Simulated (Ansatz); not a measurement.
Cost and result up the ladder for GaH2(SMe) (CH5GaS) (8 atoms). Total charge 0; singlet. Geometry: PBE0-D4/def2-TZVP.

```xyz
8

Ga   -0.1068   -1.7089    0.4121
H    -0.5856   -1.1021    1.7731
H     0.0468   -3.2205    0.0620
S     0.3993   -0.2846   -1.1647
C     0.1044    1.3301   -0.3820
H    -0.3090    1.2176    0.6196
H    -0.5957    1.8944   -0.9972
H     1.0466    1.8739   -0.3228
```

Ansatz on 4 threads of Arm Neoverse V2 on a shared host. Times are rough, and most runs start from the orbitals of an earlier one. r2SCAN0-D4/def2-TZVP serves as the yardstick here, not as an exact answer. Differences are given only for rows in sets of like size (and for xTB, whose basis is part of the method), since another set adds its own error. Binding counts from free atoms at the same level (Ga doublet, H doublet, S triplet, C triplet; other spins of the atoms weren't run), without zero-point energy or a counterpoise term.

The 6-31G sets use Cartesian d functions. B3LYP takes the VWN-RPA correlation. Correlated methods freeze 15 core orbitals; core or outer-core shells of Ga are correlated, in sets that lack core-valence functions.

Correlated methods converge slowly with the basis.

```tsv
level	functions	wall time
HF/6-31G	61	0.3 s
PBE-D4/def2-SVP	89	0.65 s
B3LYP-D4/6-31G	61	0.7 s
PBE0-D4/def2-SVP	89	0.9 s
PBE-D4/def2-TZVP	146	1.1 s
BLYP-D4/def2-TZVP	146	1.1 s
PBE0-D4/def2-TZVP	146	1.4 s
B3LYP-D4/def2-TZVP	146	1.5 s
PBE-D4/def2-TZVPD	182	1.9 s
PBE0-D4/def2-TZVPD	182	2.3 s
r2SCAN-D4/def2-TZVP	146	2.5 s
r2SCAN0-D4/def2-TZVP	146	3 s
r2SCAN-D4/def2-TZVPD	182	3.6 s
CCSD(T)/def2-TZVPP	191	39 s
```

(1) Estimate what each level gives for the binding energy per atom (eV).

## Answers

(1) 
```csv
level,binding energy per atom (eV),difference from r2SCAN0-D4/def2-TZVP (eV)
HF/6-31G,2.16,–
PBE-D4/def2-SVP,3.18,–
B3LYP-D4/6-31G,3.05,–
PBE0-D4/def2-SVP,3.16,–
PBE-D4/def2-TZVP,3.18,0.03
BLYP-D4/def2-TZVP,3.11,-0.03
PBE0-D4/def2-TZVP,3.15,0.01
B3LYP-D4/def2-TZVP,3.14,0.00
PBE-D4/def2-TZVPD,3.18,0.03
PBE0-D4/def2-TZVPD,3.15,0.01
r2SCAN-D4/def2-TZVP,3.18,0.03
r2SCAN0-D4/def2-TZVP,3.14,0.00
r2SCAN-D4/def2-TZVPD,3.18,0.03
CCSD(T)/def2-TZVPP,3.11,-0.04
```
